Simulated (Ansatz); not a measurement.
Job for Ansatz (a quantum-chemistry and plane-wave program): R-r2SCAN/def2-TZVPP on CH7PSi (SMILES C[SiH2]P), a point of a torsion scan.

Ansatz 0.2 input:
```yaml
crystal:
  periodic: [false, false, false]
  atoms:
    - {symbol: C, position_ang: [-1.17265065, 0.65933451, -0.07364530]}
    - {symbol: Si, position_ang: [-0.09819739, -0.90297879, 0.10959392]}
    - {symbol: P, position_ang: [2.10283689, -0.44968677, 0.15306623]}
    - {symbol: H, position_ang: [-2.22857185, 0.40788607, -0.09261575]}
    - {symbol: H, position_ang: [-1.01201853, 1.35067837, 0.74999790]}
    - {symbol: H, position_ang: [-0.94199887, 1.18752604, -0.99558717]}
    - {symbol: H, position_ang: [-0.42225025, -1.59653148, 1.36090465]}
    - {symbol: H, position_ang: [-0.31489726, -1.79504590, -1.03454460]}
    - {symbol: H, position_ang: [2.02630838, 0.67723108, -0.64423094]}
    - {symbol: H, position_ang: [2.05248522, 0.30583159, 1.31023761]}
basis:
  gaussian:
    orbitals: def2-TZVPP
hamiltonian:
  xc: {name: r2SCAN}
scf: {lower_state_search: off}
```

The log:

```
WARN ansatz: RAYON_NUM_THREADS=1 ignored (pool sized by the plan → 1); use --threads N
Functional definition: r2SCAN
these checks for a lower state are left out or cut short: stability, starts, cluster_reference, orbital_swaps, neighbouring_geometries, increment
integrals: 0.13 GiB planned
1168 factors; their error is unknown
mean field: 0.90 GiB planned
mean field evaluation 1: about -18309.3560 eV, gradient 5.6e1 eV
mean field evaluation 2: about -18302.9173 eV, gradient 6.9e1 eV
mean field evaluation 4: about -18316.5859 eV, gradient 3.6e0 eV
mean field evaluation 8: about -18316.6220 eV, gradient 9.9e-2 eV
mean field evaluation 16: about -18316.5850 eV, gradient 7.6e-5 eV
mean field -18316.58502560 eV, -673.1220842634 hartree, gradient 6.7e-6 eV, S^2 0.000000; 0 other end points of the search recorded, 0 dependent functions left out
reference -18316.58503817 eV, -673.1220847255 hartree; 21, 21 occupied and 192, 192 virtual orbitals, 1168 factors
Total energy: -18316.58503817 eV, -673.1220847255 hartree
Checks for a lower state left out: stability, starts, cluster_reference, orbital_swaps, neighbouring_geometries, increment
```

The run converged.

Cost: roughly 2.5 core-seconds.
